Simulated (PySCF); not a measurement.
Geometry (Å), atoms numbered from 1 in this order:
```xyz
14

O     0.174    2.511    0.422
C     0.068    1.336    0.217
C    -1.136    0.468    0.502
C    -0.851   -0.866   -0.184
C     0.672   -0.991   -0.137
C     1.155    0.433   -0.390
F     2.386    0.678    0.167
H    -1.194    0.350    1.587
H    -2.056    0.950    0.174
H    -1.346   -1.702    0.307
H    -1.187   -0.831   -1.222
H     1.061   -1.702   -0.863
H     1.003   -1.295    0.858
H     1.248    0.662   -1.460
```

Geometry: GFN2-xTB; GIAO shifts from PySCF 2.14, gas phase, non-relativistic, averaged over equivalent atoms.

At HF/pcSseg-1 (154 basis functions, 13 s wall time on 1 thread of an Arm Neoverse V1, shared host):
| atoms | δ (ppm) |
| --- | --- |
| O1 | 672.3 |
| C2 | 213.4 |
| C6 | 85.5 |
| C3 | 33.9 |
| C5 | 29.6 |
| C4 | 17.1 |
| F7 | -186.2 |
| H14 | 4.60 |
| H12 | 2.50 |
| H9 | 2.23 |
| H8 | 2.16 |
| H13 | 1.99 |
| H10 | 1.97 |
| H11 | 1.47 |

References, each an isolated molecule treated in the same way: 17O (σref 334.68) vs H2O; 13C (σref 193.38) and 1H (σref 32.15) against TMS; 19F (σref 241.44) vs CFCl3.

**Question.** What do these become at PBE0/pcSseg-1?

**Answer.** 
| atoms | δ at PBE0/pcSseg-1 | change |
| --- | --- | --- |
| O1 | 681.3 | +9.0 |
| C2 | 217.5 | +4.1 |
| C6 | 95.3 | +9.8 |
| C3 | 38.7 | +4.8 |
| C5 | 33.5 | +3.9 |
| C4 | 18.9 | +1.8 |
| F7 | -220.0 | -33.8 |
| H14 | 4.91 | +0.31 |
| H12 | 2.56 | +0.06 |
| H9 | 2.23 | +0.00 |
| H8 | 2.31 | +0.15 |
| H13 | 1.99 | +0.00 |
| H10 | 2.01 | +0.04 |
| H11 | 1.60 | +0.13 |

Shifts are taken against calculated references (same method and geometry level): H2O for 17O (σ = 336.08 ppm); 13C (σ = 186.93 ppm) and 1H (σ = 31.72 ppm) against TMS; 19F (σ = 170.95 ppm) vs CFCl3.

The largest change is at F7 (fluorine on an sp3 carbon). Cost: 154 basis functions, 8.5 s wall time on 1 thread of an AMD EPYC 9R45 96-Core, shared host. The order of the carbon signals is the same at both levels.

Unscaled 19F shifts against computed CFCl3 carry errors that often reach 10 to 50 ppm. Unscaled 17O shifts of doubly bonded oxygen tend to come out too high, by tens of ppm or more. Experimental scales use liquid or dissolved standards, which lie at an offset from isolated H2O (liquid H2O: subtract about 36 ppm).
